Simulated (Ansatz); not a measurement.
Cost and result for the atomization energy of `C=CBC[SiH3]` (14 atoms, 13 bonds).

Cartesian coordinates in Å:
```
C -0.0322 -1.7033 -1.4006
C 1.0163 -1.3641 -0.6456
B 1.1738 0.0228 0.0299
C 0.1504 1.1742 -0.1194
Si -1.0889 1.0641 1.2987
H -0.8383 -1.0033 -1.6029
H -0.1398 -2.6887 -1.8454
H 1.7795 -2.1242 -0.4874
H 2.1108 0.1965 0.7619
H -0.4441 1.1588 -1.0381
H 0.6160 2.1584 -0.0090
H -0.3953 0.9688 2.6106
H -1.9537 -0.1344 1.1348
H -1.9545 2.2743 1.3125
```

Total charge 0; spin multiplicity 1. The geometry is a stationary point of PBE0-D4/def2-TZVP. It is one conformer, not always the lowest. Program: Ansatz. All runs use 4 threads of an Arm Neoverse V1 on a shared host. Times are those of one run each, without the atoms' runs, and a repeat can differ threefold. Electronic energies, without spin–orbit coupling; frozen cores. CCSD(T)/CBS adds CCSD(T) − MP2 in def2-TZVPP to the MP2 limit, and its time is that of the two runs behind it. T1 = 0.012; the RHF reference is unstable towards UHF. B3LYP takes the VWN-RPA correlation (the form of Gaussian; ORCA's B3LYP/G).

CCSD(T)/CBS is a level of theory with its own doubt, some kJ/mol a heavy atom from the limit and from the frozen cores, so smaller differences don't rank the functionals.

| level | functions | wall time | atomization (kcal/mol) | difference from CCSD(T)/CBS | per bond |
| --- | --- | --- | --- | --- | --- |
| PBE-D4/def2-TZVPP (with forces) | 292 | 3.1 s | 1273.6 | 18.0 | 1.4 |
| PBE0-D4/def2-TZVPP | 292 | 3.5 s | 1262.7 | 7.1 | 0.5 |
| r2SCAN-D4/def2-TZVPP (with forces) | 292 | 6 s | 1263.0 | 7.4 | 0.6 |
| B3LYP-D4/def2-TZVPP (with forces) | 292 | 6.5 s | 1262.2 | 6.6 | 0.5 |
| B2PLYP/def2-TZVPP | 292 | 7 s | 1247.5 | -8.1 | -0.6 |
| ωB97X-V/def2-TZVPP | 292 | 9.5 s | 1260.7 | 5.1 | 0.4 |
| ωB97M-V/def2-TZVPP (with forces) | 292 | 14 s | 1262.3 | 6.7 | 0.5 |
| MP2/def2-QZVPP | 568 | 38 s | 1254.5 | -1.1 | -0.1 |
| CCSD(T)/def2-TZVPP | 292 | 3.7 min | 1229.4 | -26.2 | -2.0 |
| CCSD(T)/CBS(def2) | – | 4.3 min | 1255.6 | 0.0 | 0.0 |

The D4 term adds +11.0 kcal/mol with B3LYP and +5.8 kcal/mol with PBE0; it sums over pairs of atoms, weighted by their polarisabilities, and B3LYP, whose exchange is more repulsive, gets the larger term. In def2-TZVPP, CCSD(T) changes the Hartree–Fock value by +259.5 kcal/mol (the triples alone add +14.4 kcal/mol) and MP2 by +269.2 kcal/mol; breaking electron pairs costs correlation energy, which Hartree–Fock lacks. From PBE to PBE0 (25 % exact exchange), in def2-TZVPP and without D4, the atomization energy moves by −9.8 kcal/mol: exact exchange takes away binding that semilocal exchange gives to molecules.
